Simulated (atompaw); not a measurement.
## An all-electron radial function and its pseudo partner (silver)

Columns: radius, all-electron u(r) and pseudo u(r) of the 4p shell (level -66.76 eV) of silver in the configuration [Ar] 3d10 4s2 4p6 4d10 5s0 5p0; PBEsol, scalar-relativistic, PAW (atompaw) scheme, atompaw 4.2.0.5.

| r (bohr) | all-electron | pseudo |
| --- | --- | --- |
| 0.065 | 0.4044 | 0.0108 |
| 0.131 | 0.0692 | 0.0434 |
| 0.196 | -0.4138 | 0.0952 |
| 0.262 | -0.6174 | 0.1651 |
| 0.327 | -0.5259 | 0.2477 |
| 0.392 | -0.2603 | 0.3399 |
| 0.458 | 0.0746 | 0.4388 |
| 0.523 | 0.3947 | 0.5370 |
| 0.588 | 0.6662 | 0.6314 |
| 0.654 | 0.8768 | 0.7191 |
| 0.719 | 1.0190 | 0.7939 |
| 0.785 | 1.1039 | 0.8552 |
| 0.850 | 1.1389 | 0.8990 |
| 0.915 | 1.1363 | 0.9253 |
| 0.981 | 1.1056 | 0.9339 |
| 1.046 | 1.0559 | 0.9254 |
| 1.112 | 0.9928 | 0.9009 |
| 1.177 | 0.9237 | 0.8636 |
| 1.242 | 0.8516 | 0.8158 |
| 1.308 | 0.7781 | 0.7594 |
| 1.373 | 0.7076 | 0.6994 |
| 1.438 | 0.6401 | 0.6375 |
| 1.504 | 0.5758 | 0.5755 |
| 1.569 | 0.5169 | 0.5171 |
| 1.635 | 0.4619 | 0.4619 |
| 1.700 | 0.4123 | 0.4123 |

(1) How many radial nodes do the two functions have?

(2) Where does each function peak?

(3) Is the pseudo-wave norm-conserving?

Results:

(1) The all-electron 4p function has n − l − 1 = 2; the pseudo-wave has 0, since the states of the same l below it are removed with the core.

(2) Outermost all-electron maximum near 0.85 bohr, pseudo maximum near 0.98 bohr (to the table’s step).

(3) No, it belongs to a PAW set: the norm inside the radius is not constrained, and the difference is carried by the augmentation charge.
